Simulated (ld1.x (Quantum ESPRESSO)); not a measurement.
## Configuration tests for Eu (Z = 63) (PAW)

ld1.x (Quantum ESPRESSO) 7.5 input, shortened:

```
&input
   title='Eu', zed=63., rel=2, dft='PBE', iswitch=3,
   config='[Xe] 4f7 5d0 6s1.5 6p0', rel_dist='average'
 /
 &inputp
   pseudotype=3, lpaw=.true., tm=.true., lloc=-2, rcloc=1.90,
   nlcc=.true.,
   which_augfun='PSQ', rmatch_augfun_nc=.true.
 /
8
5S  1  0   2.00   0.00  2.20  2.70  0.0
6S  2  0   1.50   0.00  2.20  2.70  0.0
5P  2  1   6.00   0.00  2.25  3.10  0.0
6P  3  1   0.00   0.00  2.25  3.10  0.0
5D  3  2   0.00   0.00  2.20  2.90  0.0
5D  3  2   0.00   2.35  2.20  2.90  0.0
4F  4  3   7.00   0.00  0.95  1.20  0.0
4F  4  3   0.00   1.50  0.95  1.20  0.0
 &test
   configts(1)='4f7 5s2 5p6 5d0 6s1.5 6p0'
 /
```

Open shells are filled in proportion to 2j + 1 (rel_dist='average').

Energies are relative to the spin-unpolarised reference configuration 4f7 5s2 5p6 5d0 6s1.5 6p0; without spin polarisation the order of configurations can differ from experiment. Not all tests gave a result: test run stopped at test 5 of 7 (negative rho).

| valence configuration | charge | ΔE all-electron (eV) | error AE − PS (meV) |
| --- | --- | --- | --- |
| 4f7 5s2 5p6 5d0 6s2 6p0 | 0 | -2.397 | 0.0 |
| 4f7 5s2 5p6 5d0 6s0 6p0 | +2 | 14.859 | +0.1 |

Question: What are ΔE and the potential's error for 4f7 5s2 5p6 5d1 6s1 6p0?

Answer: ΔE = -0.238 eV all-electron; the error (AE − PS) is +4.8 meV.

Question: What are ΔE and the potential's error for 4f7 5s2 5p6 5d0 6s1 6p0?

Answer: ΔE = 3.624 eV all-electron; the error (AE − PS) is -0.1 meV.

Levels in the configuration 4f7 5s2 5p6 5d0 6s1 6p0:

```tsv
level	all-electron (eV)	pseudo (eV)
4f j=5/2	-9.239	-9.228
4f j=7/2	-8.621	-8.610
5s j=1/2	-50.836	-50.832
5p j=1/2	-32.671	-32.669
5p j=3/2	-28.870	-28.868
6s j=1/2	-8.525	-8.525
```

The ghost test of this file was not conclusive.
